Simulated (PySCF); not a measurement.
Mapped SMILES: `[F:1][CH2:2][C:3]([F:4])([F:5])[C:6]([F:7])([F:8])[F:9]`; H(Xn) means a hydrogen on atom n.

GIAO PBE0/pcSseg-1 shifts (PySCF, gas phase, non-relativistic, equivalent atoms averaged), each against references optimised in the same way as the molecule (CFCl3, TMS).

On the GFN2-xTB geometry: F7/F8/F9 -96.0, F4/F5 -142.5, F1 -269.8, C6 128.3, C3 120.6, C2 85.5, H(C2) 5.14 ppm.

Q: What changes on the PBE0-D3(BJ)/def2-SVP geometry?

A: 
```tsv
atoms	δ (ppm)	change
F7/F8/F9	-95.9	+0.1
F4/F5	-144.4	-1.9
F1	-261.4	+8.4
C6	124.3	-4.0
C3	114.7	-5.9
C2	80.9	-4.6
H(C2)	4.63	-0.51
```

Unscaled 19F shifts against computed CFCl3 carry errors that often reach 10 to 50 ppm.

Bonds between heavy atoms that differ most (equivalent bonds averaged): C2–C3 1.533 → 1.516 Å, C3–C6 1.556 → 1.540 Å, C3–F4 1.351 → 1.345 Å, C6–F7 1.330 → 1.326 Å. Mean change of bonds to hydrogen: C–H +0.006 Å. The two structures also differ in conformation, which adds to the changes.
